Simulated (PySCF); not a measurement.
Molfile (atoms numbered from 1):
```
C8H16Si
     RDKit          3D

 25 25  0  0  0  0  0  0  0  0999 V2000
   -2.0141    0.2609    0.8873 C   0  0  0  0  0  0  0  0  0  0  0  0
   -0.8360    0.5174   -0.0589 C   0  0  0  0  0  0  0  0  0  0  0  0
   -0.8777    1.9818   -0.5003 C   0  0  0  0  0  0  0  0  0  0  0  0
   -0.9649   -0.3959   -1.2794 C   0  0  0  0  0  0  0  0  0  0  0  0
    0.5030    0.2561    0.6851 C   0  0  1  0  0  0  0  0  0  0  0  0
    0.6891   -1.1579    1.1818 C   0  0  0  0  0  0  0  0  0  0  0  0
    1.7842   -1.8559    0.8468 C   0  0  0  0  0  0  0  0  0  0  0  0
    2.8397   -1.2186   -0.0171 C   0  0  0  0  0  0  0  0  0  0  0  0
    2.1344    0.5249   -0.2864 Si  0  0  0  0  0  4  0  0  0  0  0  0
   -2.0703   -0.7935    1.1964 H   0  0  0  0  0  0  0  0  0  0  0  0
   -1.9342    0.8782    1.7966 H   0  0  0  0  0  0  0  0  0  0  0  0
   -2.9679    0.5092    0.3950 H   0  0  0  0  0  0  0  0  0  0  0  0
   -0.7729    2.6582    0.3633 H   0  0  0  0  0  0  0  0  0  0  0  0
   -1.8330    2.2154   -0.9966 H   0  0  0  0  0  0  0  0  0  0  0  0
   -0.0693    2.2138   -1.2118 H   0  0  0  0  0  0  0  0  0  0  0  0
   -1.9293   -0.2342   -1.7865 H   0  0  0  0  0  0  0  0  0  0  0  0
   -0.9069   -1.4565   -0.9895 H   0  0  0  0  0  0  0  0  0  0  0  0
   -0.1680   -0.2042   -2.0142 H   0  0  0  0  0  0  0  0  0  0  0  0
    0.5129    0.9395    1.5564 H   0  0  0  0  0  0  0  0  0  0  0  0
   -0.0763   -1.6087    1.8236 H   0  0  0  0  0  0  0  0  0  0  0  0
    1.9223   -2.8829    1.2043 H   0  0  0  0  0  0  0  0  0  0  0  0
    2.9939   -1.7798   -0.9548 H   0  0  0  0  0  0  0  0  0  0  0  0
    3.8189   -1.1997    0.4911 H   0  0  0  0  0  0  0  0  0  0  0  0
    1.9638    0.8681   -1.7322 H   0  0  0  0  0  0  0  0  0  0  0  0
    2.9846    1.5906    0.3294 H   0  0  0  0  0  0  0  0  0  0  0  0
  1  2  1  0
  2  3  1  0
  2  4  1  0
  2  5  1  0
  5  6  1  0
  6  7  2  0
  7  8  1  0
  8  9  1  0
  9  5  1  0
  1 10  1  0
  1 11  1  0
  1 12  1  0
  3 13  1  0
  3 14  1  0
  3 15  1  0
  4 16  1  0
  4 17  1  0
  4 18  1  0
  5 19  1  1
  6 20  1  0
  7 21  1  0
  8 22  1  0
  8 23  1  0
  9 24  1  0
  9 25  1  0
M  END
```

Geometry: PBE0-D3(BJ)/def2-SVP; GIAO absolute shieldings from PySCF 2.14.0 with density-fitted response routines, gas phase, non-relativistic, averaged over equivalent atoms.

At PBE0/pcSseg-1 (240 basis functions, 2.1 min wall time on 1 thread of an Arm Neoverse N1, shared host):
```csv
atoms,σ (ppm)
C6,40.2
C7,43.1
C5,139.6
C2,151.6
C1/C3/C4,153.9
C8,169.7
Si9,381.1
H20,25.12
H21,25.15
H24,26.83
H25,27.07
H19,29.33
H22,29.63
H23,29.65
H10/H11/H12/H13/H14/H15/H16/H17/H18,30.31
```

**Question.** What do these become at wB97X-D/pcSseg-1?

**Answer.** 
| atoms | σ at wB97X-D/pcSseg-1 | change |
| --- | --- | --- |
| C6 | 39.8 | -0.4 |
| C7 | 42.7 | -0.4 |
| C5 | 141.5 | +1.9 |
| C2 | 152.3 | +0.7 |
| C1/C3/C4 | 153.9 | +0.0 |
| C8 | 171.1 | +1.4 |
| Si9 | 379.7 | -1.4 |
| H20 | 25.28 | +0.16 |
| H21 | 25.31 | +0.16 |
| H24 | 26.97 | +0.14 |
| H25 | 27.19 | +0.12 |
| H19 | 29.62 | +0.29 |
| H22 | 29.85 | +0.22 |
| H23 | 29.88 | +0.23 |
| H10/H11/H12/H13/H14/H15/H16/H17/H18 | 30.43 | +0.12 |

The largest change is at C5 (allylic sp3 CH bonded to Si). Cost: 240 basis functions, 120 s wall time on 1 thread of an Arm Neoverse N1, shared host. The order of the carbon signals is the same at both levels.

The carbons averaged at δ 30.5 differ by 8 ppm in this conformer.
